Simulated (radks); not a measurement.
Values are calculated unless marked as measured or tabulated.
Problem. Rh IV, 42 electrons, occupied as [Kr] 4d6. Code: a radial shooting solver on a logarithmic mesh with Libxc functionals. Model: Dirac Kohn-Sham, LDA (Slater exchange, Perdew-Wang correlation), spin-unpolarised, spherical densities, finite nucleus; open shells fill j = l - 1/2 first; Fermi nuclear charge, rms radius 4.4945 fm.

Spin-orbit splittings of the eigenvalues, e(l+1/2) - e(l-1/2), with zeta = 2 splitting/(2l+1) and mean radii in bohr:

| shell | occ. | splitting (eV) | zeta (eV) | <r> j=l-1/2 | <r> j=l+1/2 |
|---|---|---|---|---|---|
| 2p | 6 | 144.4 | 96.26 | 0.1204 | 0.1252 |
| 3p | 6 | 24.86 | 16.57 | 0.3835 | 0.3943 |
| 3d | 10 | 4.909 | 1.964 | 0.3685 | 0.3720 |
| 4p | 6 | ? | ? | 1.044 | 1.073 |
| 4d | 6 | 0.4947 | 0.1979 | 1.364 | 1.377 |

Estimate the 4p splitting.

Solution. 4.074 eV (zeta = 2.716 eV).
